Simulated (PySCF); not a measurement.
An element was calculated at UHF (PySCF 2.14, spin-free X2C, a double-zeta basis, no spin-orbit coupling), in the ground configurations that NIST lists.

```
first ionisation energy  : 4.943 eV
second ionisation energy : 11.299 eV
third ionisation energy  : 19.578 eV
```

Q: Which element is it?

A: Gadolinium (Gd, Z = 64), in cc-pVDZ-X2C. NIST lists 6.150, 12.076 ± 0.02, 20.54 ± 0.03 eV for these ionisation energies.
